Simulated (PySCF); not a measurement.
# Where the electron goes

C3H11Ge2NO.
Structure used (PBE0-D3(BJ)/def2-SVP), in Å, numbered top down from 1:
```
atom  x, y, z in Å
C1     1.152   -1.239    0.355
C2     0.662   -0.005    0.110
O3     1.376    1.141    0.243
C4     2.714    1.075    0.650
N5    -0.617    0.316   -0.307
Ge6   -1.854   -1.039   -0.571
Ge7   -0.994    2.127   -0.564
H8     0.528   -2.122    0.229
H9     2.178   -1.394    0.682
H10    3.083    2.108    0.685
H11    3.323    0.496   -0.065
H12    2.808    0.620    1.650
H13   -2.071   -1.802    0.748
H14   -1.332   -2.008   -1.648
H15   -3.145   -0.348   -1.028
H16   -2.465    2.126   -1.021
H17   -0.108    2.731   -1.666
H18   -0.858    2.919    0.747
```

Theory: TDDFT PBE0/def2-SVPD, vertical, gas phase, core orbitals frozen in the response in PySCF. The PBE0/def2-SVPD calculation is non-relativistic and has no spin–orbit coupling, an omission that weighs most on germanium.

Kohn–Sham orbitals with the atoms that hold most of them (Löwdin shares over 4%, at most four atoms; ? is withheld):

```csv
orbital,ε (eV),atoms
HOMO-3,-9.51,"Ge7 34%, H18 20%, H17 20%, O3 7%"
HOMO-2,-9.02,"Ge7 25%, H16 17%, Ge6 12%, O3 8%"
HOMO-1,-7.90,?
HOMO,-5.84,?
LUMO,0.15,"Ge7 25%, Ge6 23%, H17 7%, H18 7%"
LUMO+1,0.21,"Ge6 25%, Ge7 21%, N5 8%, H15 6%"
LUMO+2,0.73,"Ge6 25%, Ge7 23%, N5 7%, H15 7%"
```

Problem. Which atoms hold the HOMO-1, and with what shares?

Solution. O3 (bonded to 2 C) 29%; N5 (bonded to C and 2 Ge) 27%; C2 (bonded to C, N and O) 7%; Ge6 (bonded to N and 3 H) 7%.

Problem. Give the leading atoms of the HOMO.

Solution. C1 (bonded to C and 2 H) 38%; N5 (bonded to C and 2 Ge) 21%; C2 (bonded to C, N and O) 18%; O3 (bonded to 2 C) 5%. By element: carbon 56% or more, nitrogen 21%, oxygen 5%.

Problem. How does S1 compare with the orbital gap of 5.98 eV?

Solution. S1 is at 4.92 eV (f = 0.0004), 1.06 eV below the gap, made of HOMO→LUMO+1 (98%). Its leading pair isn't HOMO and LUMO; the energies of that pair differ by 6.05 eV. Without the coupling terms of the response equations the lowest excitation would equal the gap.

Problem. One configuration dominates each of S1 and S2. Which, and how do the shares of the two leading atoms of either orbital change from the occupied to the empty one?

Solution. 
- S1 (4.92 eV, f 0.0004), HOMO→LUMO+1 (98%): C1 38% → at most 7%, N5 21% → 8%, Ge6 at most 6% → 25%, Ge7 at most 6% → 21%
- S2 (5.05 eV, f 0.020), HOMO→LUMO (97%): C1 38% → at most 7%, N5 21% → at most 7%, Ge7 at most 6% → 25%, Ge6 at most 6% → 23%

One conformer stands for the species.
